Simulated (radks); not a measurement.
Values are calculated unless marked as measured or tabulated.
All-electron atom: Br IV in [Ar] 3d10 4s2 4p2. Code: a radial shooting solver on a logarithmic mesh with Libxc functionals. Model: scalar-relativistic Kohn-Sham, RPBE, spin-polarised, spherical densities, finite nucleus; open shells are filled with parallel spins first; Fermi nuclear charge, rms radius 4.1629 fm.

Normalised radial functions P(r) = r R(r), r in bohr:

| r | 4s up |
|---|---|
| 0.004705 | 0.0794 |
| 0.006127 | 0.0971 |
| 0.007978 | 0.1167 |
| 0.01039 | 0.1370 |
| 0.01353 | 0.1555 |
| 0.01761 | 0.1684 |
| 0.02293 | 0.1696 |
| 0.02986 | 0.1517 |
| 0.03889 | 0.1065 |
| 0.05063 | 0.0289 |
| 0.06593 | -0.0774 |
| 0.08585 | -0.1928 |
| 0.1118 | -0.2768 |
| 0.1456 | -0.2747 |
| 0.1895 | -0.1446 |
| 0.2468 | 0.0996 |
| 0.3214 | 0.3563 |
| 0.4185 | 0.4641 |
| 0.5449 | 0.3015 |
| 0.7096 | -0.1054 |
| 0.9239 | -0.5752 |
| 1.203 | -0.8810 |
| 1.567 | -0.8870 |
| 2.04 | -0.6292 |
| 2.656 | -0.3074 |
| 3.459 | -0.1004 |
| 4.504 | -0.0194 |
| 5.864 | -0.0019 |

4s up: eigenvalue -55.211 eV, 3 radial nodes at r = 0.0547, 0.224, 0.669 bohr, <r> = 1.55 bohr, 90 % of the charge inside 2.25 bohr.
